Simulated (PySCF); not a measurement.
Sulfolane, SMILES C1CCCS1(=O)=O at its GFN2-xTB optimised geometry (Å):

```
15

O     -2.0739     0.0835    -2.3281
S     -1.1381    -0.7488    -1.6231
O     -1.4774    -2.1359    -1.4627
C      0.5313    -0.5943    -2.3609
C      1.2236     0.3662    -1.4190
C      0.7772    -0.0008     0.0000
C     -0.7358    -0.0008     0.0000
H      0.9731    -1.5859    -2.3529
H      0.4277    -0.2256    -3.3748
H      2.3089     0.3105    -1.5115
H      0.9105     1.3876    -1.6436
H      1.1808     0.7037     0.7283
H      1.1426    -0.9993     0.2470
H     -1.1808    -0.6081     0.7796
H     -1.1582     0.9993     0.0000
```

Method: B3LYP/def2-TZVP run with PySCF.

Map of the electrostatic potential (hartree/e), clipped to [-0.08, 0.12] on the plane z = 1.2 Å:

```
|...........::::::::::::::::..|
|.........:::::::::::::::::::.|
|........:::::::::::::::::::::|
|.......::::::::::::::::::::::|
|......:::::::::::::::::::::::|
|.....:::::::::::------:::::::|
|.....:::::-------------::::::|
|....::::---------=====--:::::|
|....:::---------=+***+=--::::|
|....:::--------=+#@@@*=--::::|
|....:::--=======*@@@@%+=-::::|
|....:::--==++==+#@@@@@+=-::::|
|....:::-=++**+++#@@@@%+--::::|
|....::-=+*###*+*#@@@@*=-:::::|
|...::-=+%@@@%***##%#+=--:::::|
|...::-+%@@@@%*+****+=--::::::|
|...::-*@@@@@%*+++++==--::::::|
|...::-*@@@@@%+===++==--::::::|
| ...:-+%@@@@*=====++=--::::::|
| ...::=+%@@#+=---====--::::::|
|  ...::-=++=------===--::::::|
|   ...::-----:::------:::::::|
|     ...::::::::::---::::::::|
|       .......:::::::::::::::|
|         .......:::::::::::..|
|           .......:::::::....|
|             ................|
|              ...............|
|               ..............|
```
Scale: ten equal steps from -0.013 (start of ' ') to 0.120 (end of '@'), in the order ' .:-=+*#%@'; x runs from -3.50 to 3.50, y from -3.50 (bottom) to 3.50 (top).
